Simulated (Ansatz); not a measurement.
`C[NH][Ga]([F])[F]` + H₂S → `[F][Ga]([F])[SH]` + CH₃NH₂  (ligand exchange at a Ga–N bond)

Computed with Ansatz on PBE0-D4/def2-TZVP structures; ΔE is electronic, products minus reactants. CCSD(T)/CBS adds triple-zeta CCSD(T) − MP2 to the extrapolated MP2 energy (def2 sets, frozen cores). This one scheme is used for every species. Functionals use def2-TZVPP. For Ga outer-core shells are correlated without core-valence functions, which leaves a few kJ/mol of doubt a bond. Scalar relativity is left out up to krypton. One conformer a species, not always the lowest.

`C[NH][Ga]([F])[F]`:

Z-matrix (Å, degrees):
```
C
N 1 1.448
H 1 1.095 2 111.8
H 1 1.095 2 111.8 3 121.5
H 1 1.091 2 110.0 3 -119.3
Ga 2 1.786 1 126.3 3 119.3
H 2 1.006 1 114.8 3 -60.8
F 6 1.740 2 123.1 1 180.0
F 6 1.742 2 121.4 1 -0.0
```

H₂S:

Z-matrix (Å, degrees):
```
S
H 1 1.341
H 1 1.341 2 92.3
```

`[F][Ga]([F])[SH]`:

Z-matrix (Å, degrees):
```
Ga
F 1 1.736
S 1 2.163 2 122.4
F 1 1.739 2 115.1 3 180.0
H 3 1.345 1 91.6 2 -179.8
```

CH₃NH₂:

Cartesian coordinates in Å:
```
C 0.157 -0.450 -0.310
N -0.118 0.528 0.729
H -0.161 -0.162 -1.323
H -0.336 -1.392 -0.061
H 1.230 -0.651 -0.343
H -1.110 0.721 0.784
H 0.339 1.406 0.523
```

CCSD(T)/CBS gives -0.45 eV.

(1) Another level gave -0.55 eV. Which?
A. PBE0-D4/def2-TZVPP
B. revPBE/def2-TZVPP
C. ωB97M-V/def2-TZVPP
D. CCSD(T)/def2-TZVPP

(2) What do rigid-rotor, harmonic-oscillator terms from PBE0-D4/def2-TZVP frequencies (298.15 K, 1 bar) make of the CCSD(T)/CBS value? (An estimate is asked.)

Largest T1 diagnostic among the species: 0.014.

## Answers

(1) A. PBE0-D4 -0.55, CCSD(T)/def2-TZVPP -0.44, ωB97M-V -0.50, revPBE -0.59 eV.

(2) The calculation gave: ΔZPE = +0.12 eV, ΔH = -0.36 eV, ΔS = 4 J/(mol·K), ΔG = -0.37 eV.

Leaving LDA and LC-ωPBE aside and taking each functional with its dispersion term where it has one, the values, not all of them listed here, spread over 0.14 eV, from B97M-V to CAM-B3LYP-D4. LDA lies +0.10 eV from PBE without D4. In def2-TZVPP, CCSD(T) changes the Hartree–Fock value by +0.08 eV (the triples alone add −0.01 eV) and MP2 by +0.08 eV. At CCSD(T), def2-SVP lies +0.05 eV from the extrapolated value and def2-TZVPP +0.01 eV.
